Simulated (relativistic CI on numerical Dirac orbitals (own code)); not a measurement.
Level scheme of F VIII

Computed by Dirac-Coulomb-Breit CI, KLI orbitals optimised for each configuration, a model potential for QED, unscaled Slater integrals (own radial code, finite nucleus).

CI space: 1s2, 1s 2s, 1s 2p, 1s 3s, 1s 3p, 1s 3d, 1s 4s, 1s 4p, 1s 4d, 1s 4f, 1s 5s, 1s 5p, 1s 5d, 1s 5f, 1s 5g, 1s 6s, 1s 6p, 1s 6d. Levels of other configurations are missing.

| No. | Configuration | Term | J | E (eV) | % | Lifetime (s) | jj configuration (%) |
| --- | --- | --- | --- | --- | --- | --- | --- |
| 1 | 1s2 | 1S | 0 | 0.000 | 100 |  | closed (100) |
| 2 | 1s 2s | 3S | 1 | 721.649 | 100 | 3.18e-04 | 1s 2s (100) |
| 3 | 1s 2p | 3P° | 0 | 730.322 | 100 | 1.08e-08 | 1s 2p1/2 (100) |
| 4 | 1s 2p | 3P° | 1 | 730.340 | 100 | 5.63e-10 | 1s 2p1/2 (68) |
| 5 | 1s 2p | 3P° | 2 | 730.457 | 100 | 1.02e-08 | 1s 2p3/2 (100) |
| 6 | 1s 2s | 1S | 0 | 730.742 | 100 |  | 1s 2s (100) |
| 7 | 1s 2p | 1P° | 1 | 736.992 | 100 | 1.73e-13 | 1s 2p3/2 (68) |
| 8 | 1s 3s | 3S | 1 | 852.178 | 100 | 2.83e-11 | 1s 3s (100) |
| 9 | 1s 3p | 3P° | 0 | 854.546 | 100 | 1.13e-11 | 1s 3p1/2 (100) |
| 10 | 1s 3p | 3P° | 1 | 854.552 | 100 | 1.12e-11 | 1s 3p1/2 (68) |
| 11 | 1s 3p | 3P° | 2 | 854.586 | 100 | 1.13e-11 | 1s 3p3/2 (100) |
| 12 | 1s 3s | 1S | 0 | 854.653 | 100 | 2.86e-11 | 1s 3s (100) |
| 13 | 1s 3d | 3D | 1 | 855.810 | 100 | 3.65e-12 | 1s 3d3/2 (100) |
| 14 | 1s 3d | 3D | 2 | 855.812 | 98 | 3.65e-12 | 1s 3d3/2 (74) |
| 15 | 1s 3d | 3D | 3 | 855.823 | 100 | 3.65e-12 | 1s 3d5/2 (100) |
| 16 | 1s 3d | 1D | 2 | 855.890 | 98 | 3.83e-12 | 1s 3d5/2 (74) |
| 17 | 1s 3p | 1P° | 1 | 856.486 | 100 | 5.42e-13 | 1s 3p3/2 (68) |
| 18 | 1s 4s | 3S | 1 | 896.676 | 100 | 4.35e-11 | 1s 4s (100) |
| 19 | 1s 4p | 3P° | 0 | 897.648 | 100 | 1.92e-11 | 1s 4p1/2 (100) |
| 20 | 1s 4p | 3P° | 1 | 897.651 | 100 | 1.92e-11 | 1s 4p1/2 (68) |
| 21 | 1s 4p | 3P° | 2 | 897.665 | 100 | 1.93e-11 | 1s 4p3/2 (100) |
| 22 | 1s 4s | 1S | 0 | 897.711 | 100 | 3.75e-11 | 1s 4s (100) |
| 23 | 1s 4d | 3D | 1 | 898.168 | 100 | 8.42e-12 | 1s 4d3/2 (100) |
| 24 | 1s 4d | 3D | 2 | 898.169 | 99 | 8.43e-12 | 1s 4d3/2 (71) |
| 25 | 1s 4d | 3D | 3 | 898.174 | 100 | 8.44e-12 | 1s 4d5/2 (100) |
| 26 | 1s 4f | 3F° | 3 | 898.197 | 60 | 1.77e-11 | 1s 4f5/2 (100) |
| 27 | 1s 4f | 3F° | 2 | 898.198 | 100 | 1.77e-11 | 1s 4f5/2 (100) |
| 28 | 1s 4f | 3F° | 4 | 898.201 | 100 | 1.77e-11 | 1s 4f7/2 (100) |
| 29 | 1s 4f | 1F° | 3 | 898.202 | 60 | 1.77e-11 | 1s 4f7/2 (100) |
| 30 | 1s 4d | 1D | 2 | 898.211 | 99 | 8.85e-12 | 1s 4d5/2 (71) |

Energies count from the lowest computed level; ° marks odd parity; lifetimes are radiative, by E1, M1, E2, M2 decay to levels of this space only; some are left blank where a channel outside the calculation adds to the decay or the decay crosses a small, uncertain gap. Filled j subshells are mostly left out of the jj labels.

The mean weight of the leading LS term, summed over parents, in these 30 levels is 97 %, and that of the leading jj configuration (from the same eigenvectors) 91 %.
